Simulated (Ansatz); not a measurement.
Reaction (redistribution): `[CH3][GeH]([F])[F]` + `[OH][Sn]([OH])([OH])[F]` → `[F][GeH]([F])[F]` + `[CH3][Sn]([OH])([OH])[OH]`

Isolated molecules relaxed with PBE0-D4/def2-TZVP in Ansatz; ΔE leaves out vibrations. CCSD(T)/CBS adds triple-zeta CCSD(T) − MP2 to the extrapolated MP2 energy (def2 sets, frozen cores). Functionals use def2-TZVPP. def2 core potentials past Kr. For Ge, Sn outer-core shells are correlated without core-valence functions, which leaves a few kJ/mol of doubt a bond. Scalar relativity is left out up to krypton. Each species was taken in one conformer, which may not be the lowest.

| level | ΔE (kcal/mol) |
| --- | --- |
| PBE-D4 | -1.6 |
| PBE0-D4 | -2.2 |
| ωB97X-V | -2.0 |
| PBE | -1.4 |
| MP2/def2-TZVPP | -4.8 |
| HF/def2-QZVPP | -2.5 |
| MP2/def2-QZVPP | -3.6 |
| CCSD/CBS(def2) | -1.9 |

**Question.** What does CCSD(T)/CBS give? (Estimate.)

**Answer.** The calculation gave: -1.9 kcal/mol. The listed levels differ from it by 0.3, -0.3, -0.1, 0.5, -2.9, -0.6, -1.7, 0.0 kcal/mol.

Largest T1 diagnostic among the species: 0.015.

From BLYP to BHLYP (50 % exact exchange), in def2-TZVPP and without D4, ΔE moves by −1.0 kcal/mol. Leaving LDA and LC-ωPBE aside and taking each functional with its dispersion term where it has one, the values, not all of them listed here, spread over 2.3 kcal/mol, from PBE-QIDH to B97M-V. LDA lies −1.4 kcal/mol from PBE without D4.
